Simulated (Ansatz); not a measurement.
Consider the silylene formation by 1,1-elimination: `C[SiH](F)Cl` → `CCl` + `F[SiH]`.

Program: Ansatz. Geometries: PBE0-D4/def2-TZVP. ΔE: electronic, gas phase. CBS: MP2 limit from def2 TZ/QZ plus the TZ coupled-cluster correction, frozen cores. This one scheme is used for every species. Functionals use def2-TZVPP. B3LYP here is the variant with VWN-RPA as its local correlation; programs differ in this.

CCSD(T)/CBS gives +390.3 kJ/mol.

(1) Another level gave +391.0 kJ/mol. Which?
A. B3LYP/def2-TZVPP
B. PBE0/def2-TZVPP
C. BLYP/def2-TZVPP
D. revPBE/def2-TZVPP

(2) What do rigid-rotor, harmonic-oscillator terms from PBE0-D4/def2-TZVP frequencies (298.15 K, 1 bar) make of the CCSD(T)/CBS value? (An estimate is asked.)

Largest T1 diagnostic among the species: 0.015.

## Answers

(1) B. PBE0 391.0, B3LYP 365.1, BLYP 343.2, revPBE 355.5 kJ/mol.

(2) Computed: ΔZPE = -10.6 kJ/mol, ΔH = +383.0 kJ/mol, ΔS = 155 J/(mol·K), ΔG = +336.7 kJ/mol.

At CCSD(T), def2-SVP lies −22.3 kJ/mol from the extrapolated value and def2-TZVPP −7.4 kJ/mol. The D4 term adds +13.4 kJ/mol with B3LYP and +7.1 kJ/mol with PBE0; it sums over pairs of atoms, weighted by their polarisabilities, and B3LYP, whose exchange is more repulsive, gets the larger term. From PBE to PBE0 (25 % exact exchange), in def2-TZVPP and without D4, ΔE moves by +18.6 kJ/mol.
